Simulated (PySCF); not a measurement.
**Spinor energies of Ho (holmium, neutral)**

Start: [Xe] 4f11 6s2; 4f5/2 filled at m_j = -5/2, -3/2, -1/2, +1/2, +3/2, +5/2; 4f7/2 filled at m_j = -1/2, +1/2, +3/2, +5/2, +7/2. Calculated with PySCF 2.14 in x2c-QZVPPall-2c (16s16p12d6f4g1h, 213 functions): generalised Hartree-Fock with the X2C-1e Hamiltonian and a Gaussian nucleus; one run each with spin-orbit coupling (SO) switched off, then screened by Boettger's factors.

```tsv
spinor shell	electrons	ε, spin-free (eV)	ε, screened SO (eV)	weight of nominal j (screened SO)	rms radius, screened SO (bohr)
1s1/2	2	-55899.6	-55887.6	1.000	0.0236
2s1/2	2	-9476.8	-9473.0	1.000	0.0952
2p1/2	2	-8392.0	-8998.4	1.000	0.0814
2p3/2	4	-8392.0	-8136.3	1.000	0.0881
3s1/2	2	-2170.0	-2168.8	1.000	0.245
3p1/2	2	-1831.9	-1961.0	1.000	0.236
3p3/2	4	-1831.9	-1776.6	1.000	0.250
3d3/2	4	-1400.9	-1424.8	0.999	0.223
3d5/2	6	-1400.9	-1383.9	1.000	0.226
4s1/2	2	-454.02	-453.66	1.000	0.552
4p1/2	2	-340.25	-370.40	0.997	0.566
4p3/2	4	-340.25	-327.21	0.999	0.597
4d3/2	4	-183.46	-190.48	0.952	0.639
5s1/2	2	-61.368	-61.313	1.000	1.38
5p1/2	2	-32.176	-36.226	0.991	1.56
5p3/2	4	-32.176	-30.463	0.996	1.69
4f5/2	6	-13.892	-14.733	0.708	0.919
4f7/2	5	-13.892	-12.767	0.704	0.948
6s1/2	2	-5.152	-5.155	1.000	4.66
```

(1) Where does 4d5/2 lie, and what is the 4d spin-orbit splitting (screened SO)?

```csv
quantity,spin-free,screened SO
E (hartree),-12607.24236,-12617.17006
M_J,15/2,15/2
⟨J²⟩,63.764,63.764
⟨L²⟩,42.008,42.407
⟨S²⟩,3.756,3.777
```

Each row is a mean over spinors that exchange with the open shell spreads, by up to 14.204 eV (4d5/2).

Rows whose weight is well below 1 are mixtures of j = l ± 1/2: exchange outweighs spin-orbit coupling there, and the label is only the starting occupation.

Breit and QED terms are absent; they matter most for the inner s and p1/2 levels.

Densities and radii are taken from the X2C orbitals without a picture-change correction, which distorts them close to the nucleus.

Without spin-orbit coupling the j labels of p, d and f shells carry no meaning; the spin-free column gives the mean over the occupied spinors of each nl shell.

## Answers

(1) At -178.50 eV, 11.982 eV above 4d3/2.
